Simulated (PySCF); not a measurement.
**Polarisability and C₆ of Cu⁻ (copper, charge -1)**

[Ar] 3d10 4s2, closed-shell 1S. Computed with PySCF 2.14 in aug-cc-pVTZ-DK (8s7p5d3f2g, 93 functions), with scalar relativity by spin-free X2C-1e. Coupled (time-dependent) response in atomic units; α is the mean over directions.

```csv
method,mean α (bohr³),C₆ (like pair),S(−4)
UHF,387.0,7229,103800
```

S(−4) is the Cauchy moment in α(ω) = α(0) + S(−4) ω² + …

α(iu) at UHF:

```json
{"u (hartree)": "0", "α(iu) (bohr³)": "387.0"}
{"u (hartree)": "0.0500", "α(iu) (bohr³)": "235.5"}
{"u (hartree)": "0.100", "α(iu) (bohr³)": "115.2"}
{"u (hartree)": "0.200", "α(iu) (bohr³)": "42.98"}
{"u (hartree)": "0.300", "α(iu) (bohr³)": "22.94"}
{"u (hartree)": "0.500", "α(iu) (bohr³)": "10.44"}
{"u (hartree)": "0.750", "α(iu) (bohr³)": "5.833"}
{"u (hartree)": "1.00", "α(iu) (bohr³)": "3.988"}
{"u (hartree)": "1.50", "α(iu) (bohr³)": "2.402"}
{"u (hartree)": "2.00", "α(iu) (bohr³)": "1.672"}
{"u (hartree)": "3.00", "α(iu) (bohr³)": "0.9740"}
{"u (hartree)": "5.00", "α(iu) (bohr³)": "0.4651"}
```

For an ion, C₆ is the dispersion term alone; charge-induced terms of lower order in 1/R come first.
